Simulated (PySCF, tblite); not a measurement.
Species: C7H8ClP.
Cartesian coordinates in Å at the GFN2-xTB level; atoms count from 1:
```
atom  x, y, z in Å
C1     2.7058    0.0615   -0.4813
P2     1.9507   -0.8861    0.9249
C3     0.2164   -0.3396    0.7047
C4    -0.1146    0.9777    1.0095
C5    -1.4137    1.4298    0.8837
C6    -2.3985    0.5492    0.4631
Cl7   -4.0285    1.1046    0.3028
C8    -2.0944   -0.7712    0.1750
C9    -0.7890   -1.2096    0.2997
H10    2.7795    1.1128   -0.2072
H11    2.1119   -0.0365   -1.3879
H12    3.7099   -0.3213   -0.6537
H13    1.7902   -2.0800    0.2095
H14    0.6564    1.6552    1.3494
H15   -1.6661    2.4531    1.1146
H16   -2.8721   -1.4472   -0.1450
H17   -0.5511   -2.2405    0.0777
```

The calculation used PBE0/pcSseg-1 in PySCF (dipole) on a GFN2-xTB geometry, gas phase.

Masses are those of the commonest isotopes; rigid-rotor values at the optimised geometry. The values belong to one conformer with, in the numbering `[CH3:1][PH:2][c:3]1[cH:4][cH:5][c:6]([Cl:7])[cH:8][cH:9]1`, C1–P2–C3–C4 -71°.

Q: Give the principal moments of inertia and the rotational constants in cm⁻¹.

A: Ia = 131.40, Ib = 961.18, Ic = 1028.55 u·Å²; 505379 MHz·u·Å²/I gives 3846, 525.8 and 491.4 MHz, that is A = 0.12830, B = 0.01754, C = 0.01639 cm⁻¹.

Q: Classify the top.

A: A near-prolate asymmetric top; Ray's κ = -0.979.

Q: Is it planar, by Δ = Ic − Ia − Ib?

A: Not planar: Δ = Ic − Ia − Ib = -64.02 u·Å². For a rigid frame Δ = −2 Σ m c², so Σ m c² = 32.01 u·Å² lies off the ab plane: 7.22 from hydrogen and 24.79 from heavier atoms. The atom farthest from that plane is 1.96 Å away.

Q: List the rotational levels J(Ka,Kc) to J = 4 (MHz).

A: Above 0(0,0):
J = 1: 1(0,1) 1017, 1(1,1) 4338, 1(1,0) 4372
J = 2: 2(0,2) 3051, 2(1,2) 6337, 2(1,1) 6441, 2(2,1) 16402, 2(2,0) 16402
J = 3: 3(0,3) 6102, 3(1,3) 9337, 3(1,2) 9544, 3(2,2) 19454, 3(2,1) 19455, 3(3,1) 36142, 3(3,0) 36142
J = 4: 4(0,4) 10167, 4(1,4) 13336, 4(1,3) 13681, 4(2,3) 23522, 4(2,2) 23526, 4(3,2) 40211, 4(3,1) 40211, 4(4,1) 63575, 4(4,0) 63575
The levels of one J sum to (2J + 1)J(J + 1)(A + B + C)/3.

Q: Which types of transition are allowed, and where do some lines up to J = 5 fall?

A: The dipole components are |μa| = 1.33 D, |μb| = 0.01 D, |μc| = 1.07 D. The squared components, which scale the intensities, stand as 1.00 : 0.00 : 0.64 (a : b : c). Some lines, for components of 0.1 D or more:

```
type  branch         J(Ka,Kc)    MHz  lower level (cm⁻¹)
   a       Q  5(1,4) ← 5(1,5)    517               0.612
   a       R  2(1,1) ← 1(1,0)   2069               0.146
   a       R  3(1,2) ← 2(1,1)   3103               0.215
   c       Q  1(1,1) ← 1(0,1)   3320               0.034
   a       R  4(3,2) ← 3(3,1)   4069               1.206
   a       R  4(1,3) ← 3(1,2)   4137               0.318
   a       R  5(0,5) ← 4(0,4)   5080               0.339
   a       R  5(2,4) ← 4(2,3)   5085               0.785
   a       R  5(3,2) ← 4(3,1)   5087               1.341
   c       R  5(2,3) ← 4(1,3)  14936               0.456
   c       Q  3(3,1) ← 3(2,1)  16687               0.649
   c       R  3(3,0) ← 2(2,0)  19740               0.547
   c       R  5(4,2) ← 4(3,2)  28450               1.341
   c       Q  5(5,1) ← 5(4,1)  30039               2.290
```

Q: Estimate the classical rotational partition function at 10 K, 50 K and 298.15 K.

A: Point group C1, symmetry number σ = 1; q = (√π/σ)·√((kT/h)³/(ABC)), k/h = 20836.6 MHz/K: 5350 at 10 K, 59800 at 50 K, 871000 at 298.15 K.

Its GFN2-xTB frequencies are all real (lowest 29 cm⁻¹). No vibrational averaging or centrifugal distortion is included, and the geometry carries the error of its method. A rigid rotor knows nothing of internal rotation, which can split or shift real lines. Quadrupole hyperfine structure (35Cl) is left out.
